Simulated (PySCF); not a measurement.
Predicted microwave data (PBE0/def2-SVPD in PySCF (dipole) on a GFN2-xTB geometry, gas phase) for one isomer of C5H5F3O2:

| Quantity | Value |
| --- | --- |
| Rotational constants | A = 2890, B = 667.6, C = 607.2 MHz |
| Dipole components | \|μa\| = 0.42 D, \|μb\| = 0.29 D, \|μc\| = 1.67 D |
| Inertial defect | -99.62 u·Å² |
| κ | -0.95 |

Task: Which structure is it? (One computed conformer of each.)
A. `[F:1][C:2]([F:3])([F:4])[O:5]/[CH:6]=[CH:7]/[C@H:8]1[CH2:9][O:10]1` with C2–O5–C6–C7 -1°, C6–C7–C8–C9 -66°
B. `[O:1]=[CH:2][CH2:3][O:4][CH2:5][C:6]([F:7])=[C:8]([F:9])[F:10]` with O1–C2–C3–O4 5°, C2–C3–O4–C5 -65°, C3–O4–C5–C6 -69°, O4–C5–C6–F7 87°
C. `[F:1][C:2]([F:3])([F:4])[O:5][C:6]1=[CH:7][O:8][CH2:9][CH2:10]1` with C2–O5–C6–C7 0°
D. `C[C@@H]1OC(=O)[C@H]1C(F)(F)F`
E. `[F:1][C:2]([F:3])([F:4])[O:5][C@@H:6]1[CH:7]=[CH:8][CH2:9][O:10]1` with C2–O5–C6–C7 178°, O5–C6–C7–C8 -108°, C7–C8–C9–O10 -7°, C8–C9–O10–C6 14°, O5–C6–O10–C9 99°

Result: B. It is O=CCOCC(F)=C(F)F, a near-prolate asymmetric top, point group C1. The candidates at the same level (rigid rotor, commonest isotopes):

```csv
SMILES,A (MHz),B (MHz),C (MHz),μa (D),μb (D),μc (D),Δ (u·Å²),point group,rotor
C[C@@H]1OC(=O)[C@H]1C(F)(F)F,1846,1183,871.2,1.13,4.09,0.97,-121.07,C1,asymmetric top
FC(F)(F)OC1=COCC1,3314,802.8,733.6,2.40,1.29,0.00,-93.18,Cs,near-prolate asymmetric top
O=CCOCC(F)=C(F)F,2890,667.6,607.2,0.42,0.29,1.67,-99.62,C1,near-prolate asymmetric top
FC(F)(F)O/C=C/[C@H]1CO1,3850,613.0,604.5,1.93,1.23,0.62,-119.75,C1,near-prolate asymmetric top
FC(F)(F)O[C@@H]1C=CCO1,3062,880.8,823.0,4.19,0.86,0.04,-124.74,C1,near-prolate asymmetric top
```

`FC(F)(F)O[C@@H]1C=CCO1` has C 36 % too high; `FC(F)(F)OC1=COCC1` has C 21 % too high; `FC(F)(F)O/C=C/[C@H]1CO1` has A 33 % too high; `C[C@@H]1OC(=O)[C@H]1C(F)(F)F` has B 77 % too high. No structure here is proved a minimum.
